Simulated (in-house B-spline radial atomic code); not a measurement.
Checks on a self-consistent run for the rhodium ion Rh⁸⁺, [Kr] 6f1. Level of theory: Dirac-Hartree-Fock, average of configuration, Fermi nucleus of rms radius 4.4945 fm; calculated with a radial B-spline atomic code at the basis-set limit.

```
orbital        q      ε (Eh)     <1/r>        <r²>  small-component weight
  1s1/2        2  -864.28166   47.0535  0.00143748                0.027083
  2s1/2        2  -133.34133   10.8166   0.0235939               0.0056527
  2p1/2        2  -123.49949   10.7582   0.0177916               0.0056283
  2p3/2        4  -118.15623   10.1706    0.019118               0.0054217
  3s1/2        2   -29.83103   3.77568    0.171416               0.0015782
  3p1/2        2   -25.93191   3.67126    0.167861               0.0015168
  3p3/2        4   -24.97562   3.53262    0.176696               0.0014643
  3d3/2        4   -18.11855   3.34319    0.159347               0.0013346
  3d5/2        6   -17.93228   3.30689    0.162112               0.0013186
  4s1/2        2    -8.94795   1.47701    0.964284              0.00041454
  4p1/2        2    -7.52039   1.38642     1.06903              0.00037641
  4p3/2        4    -7.33908   1.34987     1.11273               0.0003653
  6f5/2  0.42857    -1.25365  0.303666     25.0734              4.6022e-05
  6f7/2  0.57143    -1.25332  0.303445     25.0899              4.5972e-05
```

Electron-electron repulsion V_ee = 1592.5882 hartree.

Problem. What total energy follows from the eigenvalues?

Solution. The eigenvalues count the repulsion twice, so E = Σqε - V_ee = -3169.913 - 1592.588 = -4762.501 hartree; the run printed -4762.501.

Problem. Does the Dirac virial theorem hold?

Solution. For a point nucleus E = -2c²Σq·w, with w the small-component weight. Here Σq·w = 0.1268 and c = 137.0360, so the ratio E/(-2c²Σq·w) is 1.000034; the finite nucleus accounts for the departure from 1.

Problem. What diamagnetic shielding (Lamb formula) and susceptibility (Langevin formula) do the radii give?

Solution. σ = (α²/3)Σq<1/r> = 251.607/(3·137.036²) = 4466.1 ppm, and χ = -0.79199×10⁻⁶·Σq<r²> = -29.11×10⁻⁶ cm³/mol with Σq<r²> = 36.758 bohr². Both are non-relativistic formulas without the paramagnetism of open shells.
